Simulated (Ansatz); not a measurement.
`[SiH3]C1(Cl)C[SiH2]1` + `[OH][SnH3]` → `[SiH3][O][SnH3]` + `ClC1C[SiH2]1`  (ligand exchange at the Si–C bond)

Gas-phase electronic energies from Ansatz, PBE0-D4/def2-TZVP geometries. CCSD(T)/CBS is the MP2 limit (def2-TZVPP, def2-QZVPP) plus CCSD(T) − MP2 in def2-TZVPP, frozen cores. DFT in def2-TZVPP. B3LYP here is the variant with VWN-RPA as its local correlation; programs differ in this. def2 core potentials past Kr. For Sn outer-core shells are correlated without core-valence functions, which leaves a few kJ/mol of doubt a bond.

Question: Is it downhill or uphill in electronic energy at CCSD(T)/CBS, and by how much? (Best estimate.)

Answer: Ansatz gave: Downhill: ΔE = -95.1 kJ/mol.

Question: What do these levels give: PBE0-D4, B3LYP-D4, ωB97X-V, ωB97M-V, r2SCAN, PBE0, MP2/def2-TZVPP, CCSD/def2-TZVPP, CCSD(T)/def2-TZVPP, MP2/def2-QZVPP, HF/CBS(def2), MP2/CBS(def2)? (An estimate is asked.)

Answer: Computed: PBE0-D4 -88.4, B3LYP-D4 -97.1, ωB97X-V -97.2, ωB97M-V -95.2, r2SCAN -96.0, PBE0 -92.6, MP2/def2-TZVPP -94.4, CCSD/def2-TZVPP -101.7, CCSD(T)/def2-TZVPP -96.7, MP2/def2-QZVPP -94.2, HF/CBS(def2) -128.6, MP2/CBS(def2) -92.8 kJ/mol.

Largest T1 diagnostic among the species: 0.014.

In def2-TZVPP, CCSD(T) changes the Hartree–Fock value by +29.8 kJ/mol (the triples alone add +5.1 kJ/mol) and MP2 by +32.0 kJ/mol. From PBE to PBE0 (25 % exact exchange), in def2-TZVPP and without D4, ΔE moves by −6.4 kJ/mol. The D4 term adds +7.9 kJ/mol with B3LYP and +4.2 kJ/mol with PBE0; it sums over pairs of atoms, weighted by their polarisabilities, and B3LYP, whose exchange is more repulsive, gets the larger term.
